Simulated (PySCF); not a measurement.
PySCF input (CCSD(T)/cc-pVDZ):

```python
from pyscf import gto, scf, mp, cc as ccmod

mol = gto.M(
    atom='''
    Si    0.15121277   -0.02467703   -0.05814387
    F    -0.16582377   -0.53705544    1.45420813
    F    -0.37641387    1.51248618    0.03668097
    F    -1.08574441   -0.70975366   -0.86490240
    O     1.56685746   -0.25570191   -0.60248326
    ''',
    basis='cc-pvdz',
    charge=-1,
    spin=0,
    verbose=4,
)

mf = scf.RHF(mol)
mf.conv_tol = 1e-10
mf.max_cycle = 100
mf.kernel()
mp2 = mp.MP2(mf, frozen=9).run()
cc = ccmod.CCSD(mf, frozen=9)
cc.max_cycle = 100
cc.kernel()
et = cc.ccsd_t()
print(f'E(CCSD(T)) = {cc.e_tot + et:.9f}')
```

End of the output:

```
Extra cycle  E= -662.380494914104  delta_E= -1.59e-12  |g|= 6.13e-07  |ddm|= 1.7e-06
converged SCF energy = -662.380494914104

******** <class 'pyscf.mp.mp2.RMP2'> ********
nocc = 16, nmo = 65
frozen orbitals 9
E(RMP2) = -663.217176401512  E_corr = -0.836681487407878
E(SCS-RMP2) = -663.183436824485  E_corr = -0.802941910380783
E_corr(same-spin) = -0.232010624433081
E_corr(oppo-spin) = -0.604670862974797

******** <class 'pyscf.cc.ccsd.CCSD'> ********
CC2 = 0
CCSD nocc = 16, nmo = 65
frozen orbitals 9
max_cycle = 100
direct = 0
conv_tol = 1e-07
conv_tol_normt = 1e-05
diis_space = 6
diis_start_cycle = 0
diis_start_energy_diff = 1e+09
Init t2, MP2 energy = -663.217176401808  E_corr(MP2) -0.836681487703929
Init E_corr(CCSD) = -0.83668148770406
cycle = 1  E_corr(CCSD) = -0.822016210665103  dE = 0.014665277  norm(t1,t2) = 0.0681371
cycle = 2  E_corr(CCSD) = -0.839615412672198  dE = -0.017599202  norm(t1,t2) = 0.0203304
cycle = 3  E_corr(CCSD) = -0.839366285382213  dE = 0.00024912729  norm(t1,t2) = 0.0114153
cycle = 4  E_corr(CCSD) = -0.841620834000255  dE = -0.00225454862  norm(t1,t2) = 0.00405503
cycle = 5  E_corr(CCSD) = -0.84167338540877  dE = -5.25514085e-05  norm(t1,t2) = 0.00072877
cycle = 6  E_corr(CCSD) = -0.84158303718366  dE = 9.03482251e-05  norm(t1,t2) = 0.00026437
cycle = 7  E_corr(CCSD) = -0.841574805442878  dE = 8.23174078e-06  norm(t1,t2) = 5.5589e-05
cycle = 8  E_corr(CCSD) = -0.841577615367879  dE = -2.809925e-06  norm(t1,t2) = 1.98565e-05
cycle = 9  E_corr(CCSD) = -0.841578612827307  dE = -9.97459428e-07  norm(t1,t2) = 7.70601e-06
cycle = 10  E_corr(CCSD) = -0.841578496459501  dE = 1.16367805e-07  norm(t1,t2) = 2.39069e-06
cycle = 11  E_corr(CCSD) = -0.841578362507916  dE = 1.33951586e-07  norm(t1,t2) = 8.2912e-07
cycle = 12  E_corr(CCSD) = -0.841578338254894  dE = 2.42530223e-08  norm(t1,t2) = 3.07339e-07
CCSD converged
E(CCSD) = -663.2220732523589  E_corr = -0.8415783382548936
CCSD(T) correction = -0.0141286804270338
E(CCSD(T)) = -663.236201933
```

It need not be the lowest isomer of its formula. Whether it binds its extra electron was not tested at this geometry.
